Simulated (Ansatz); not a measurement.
```yaml
crystal:
  periodic: [false, false, false]
  atoms:
    - {symbol: C, position_ang: [-0.665719, -0.135737, -0.671307]}
    - {symbol: Si, position_ang: [0.654697, 0.827404, 0.226274]}
    - {symbol: Sb, position_ang: [0.631463, -1.799552, 0.071048]}
    - {symbol: H, position_ang: [-0.584031, -0.095380, -1.840315]}
    - {symbol: H, position_ang: [-1.687567, -0.104143, -0.331010]}
    - {symbol: H, position_ang: [0.273397, 1.489288, 1.457999]}
    - {symbol: H, position_ang: [1.694980, 1.416726, -0.649692]}
    - {symbol: H, position_ang: [-0.244961, -1.723644, 1.673321]}
basis:
  gaussian: {orbitals: def2-mTZVPP, final_grid: {core_spheres: 1, valence_spheres: 1, degree: 1}}
hamiltonian: {xc: {name: PBE}}
```

```sh
$ ansatz run in.yaml --threads 2 --pin off --events-out ev --progress --plain --max-ram 4352MiB
```

It prints (some lines left out):

```
Functional definition: PBE
1090 factors; their error is unknown
mean field evaluation 1: about -15516.6780 eV, gradient 6.6e1 eV
mean field evaluation 2: about -15478.4086 eV, gradient 1.1e2 eV
mean field evaluation 4: about -15526.8875 eV, gradient 1.2e1 eV
mean field evaluation 8: about -15527.4568 eV, gradient 8.2e-2 eV
mean field evaluation 16: about -15573.9424 eV, gradient 1.5e-1 eV
mean field evaluation 192: about -15620.1723 eV, gradient 2.1e0 eV
mean field evaluation 256: about -15620.0442 eV, gradient 1.1e-2 eV
a density is far from that of the atoms, so the factors are made again for it
1259 factors; integrals over basis functions are off by at most 1.2e-3 eV
mean field evaluation 288: about -15620.1870 eV, gradient 2.9e-6 eV
mean field -15620.30774139 eV, -574.0357216713 hartree, gradient 3.1e-6 eV, S^2 0.000000; 9 other end points of the search recorded, 0 dependent functions left out
reference -15620.30786886 eV, -574.0357263556 hartree; 24, 24 occupied and 83, 83 virtual orbitals, 1259 factors
Total energy: -15620.30786886 eV, -574.0357263556 hartree
```

**Question.** What is wrong with this run?

**Answer.** The integration grid is far too coarse. The run converged. The result belongs to that input, not to the molecule as meant.
